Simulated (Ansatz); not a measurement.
Molecule: C4H, net charge -1, singlet state. It need not be the lowest isomer of its formula. Whether it binds its extra electron was not tested at this geometry. 
Geometry from a B3LYP-D3(BJ)/def2-TZVP (Ansatz, a program for electronic structure) optimisation:
SMILES: C(#C)C#[C-]
```xyz
5

C      0.0000     0.0000    -2.0385
C      0.0000     0.0000    -0.7913
C      0.0000     0.0000     0.5676
C      0.0000     0.0000     1.7877
H      0.0000     0.0000     2.8469
```
Charge -1, spin multiplicity 1.

### Question
Give the harmonic wavenumbers at B3LYP-D3(BJ)/def2-TZVP (Ansatz, finite differences of forces, unscaled).

### Answer
239, 239, 422, 422, 552, 552, 911, 1984, 2173, 3487 cm⁻¹. Zero-point energy 15.7 kcal/mol.

### Question
From these and the geometry, give the ideal-gas thermochemistry at 298.15 K and 1 atm (rigid rotor, harmonic oscillator).

### Answer
Point group C∞v, rotational symmetry number 1. Rotational constants 4.693, 4.693 GHz. S(trans) 37.59, S(rot) 16.27, S(vib) 6.61, S(elec, spin only) 0.00, S 60.5 cal/(mol K). H(298) - H(0) 3.34 kcal/mol; G - E(el) 1.0 kcal/mol.
